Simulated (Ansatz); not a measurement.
A nudged elastic band was laid between two geometries of C2H9NSiTe (14 atoms, charge 0, multiplicity 1).

These are results of Ansatz 0.2.0, RKS BLYP-D4/def2-SVP, not measurements.

* movable images: 5
* climbing image: yes
* spring: 5.0 eV/Å²
* optimiser: quadratic models (default)
* start path: IDPP
* force threshold: 0.5 eV/Å
* iteration limit: 60
* end points: relaxed

Image 0:

```xyz
14
Properties=species:S:1:pos:R:3
C -0.950 0.833 0.664
C 0.164 0.223 -0.203
N 1.405 0.984 -0.258
Si 0.541 -1.609 0.222
Te -0.504 0.186 -2.394
H -1.184 1.870 0.343
H -0.611 0.873 1.724
H -1.889 0.245 0.629
H 1.221 1.995 -0.334
H 1.975 0.837 0.587
H 1.551 -2.187 -0.716
H -0.728 -2.403 0.199
H 1.107 -1.651 1.623
H -2.110 -0.225 -2.056
```

Image 6:

```xyz
14
Properties=species:S:1:pos:R:3
C -0.859 0.843 0.881
C 0.178 0.259 -0.081
N 1.389 1.003 -0.049
Si 0.509 -1.612 0.162
Te -0.791 0.361 -2.287
H -1.071 1.907 0.646
H -0.467 0.790 1.920
H -1.817 0.292 0.836
H 2.128 0.661 -0.672
H 1.267 2.016 -0.177
H 1.585 -2.039 -0.789
H -0.748 -2.389 -0.069
H 0.985 -1.857 1.570
H -2.302 -0.266 -1.864
```

Problem. What changes between the two ends?

Solution. No bond is made or broken. The dihedral Te5–C2–N3–H9 goes from 78 to -62°.

Problem. Give the energies along the band, and the barrier.

Solution. The forces met the threshold. The highest image is number 3 of 0 to 6, 4.7 kcal/mol above the first end and 8.4 kcal/mol above the last; the last end lies 3.7 kcal/mol below the first. The threshold of 0.5 eV/Å is loose, so the images may lie well off the minimum-energy path. The order of the point at the top wasn't checked.

| image | path coordinate (Å) | energy (kcal/mol) | dihedral Te5–C2–N3–H9 (°) |
| --- | --- | --- | --- |
| 0 | 0.00 | 0.0 | 78 |
| 1 | 0.49 | 1.0 | 57 |
| 2 | 0.97 | 3.6 | 34 |
| 3 | 1.46 | 4.7 | 7 |
| 4 | 1.95 | 2.0 | -19 |
| 5 | 2.45 | -2.0 | -43 |
| 6 | 2.94 | -3.7 | -62 |

Problem. What is the geometry of the highest image?

Solution. 
```xyz
14
Properties=species:S:1:pos:R:3:forces:R:3
C -0.875 0.779 0.826 0.00 -0.02 0.06
C 0.144 0.211 -0.173 -0.07 0.12 0.14
N 1.431 0.927 -0.101 0.31 -0.19 -0.07
Si 0.514 -1.658 0.071 0.05 0.02 0.03
Te -0.672 0.447 -2.291 -0.03 0.02 -0.11
H -1.095 1.846 0.618 -0.01 -0.02 -0.02
H -0.449 0.715 1.854 -0.02 -0.03 0.00
H -1.827 0.212 0.829 -0.01 0.01 0.00
H 1.676 1.482 -0.925 -0.02 0.00 -0.07
H 1.494 1.547 0.713 -0.18 0.06 0.04
H 1.508 -2.118 -0.946 0.01 0.00 0.00
H -0.735 -2.491 -0.030 -0.01 0.02 -0.02
H 1.087 -1.843 1.454 -0.01 0.00 -0.02
H -2.215 -0.087 -1.871 -0.01 0.01 0.03
```

The run took 2.4 min on 2 threads of Arm Neoverse N1, on a shared host, peak memory 0.19 GiB.
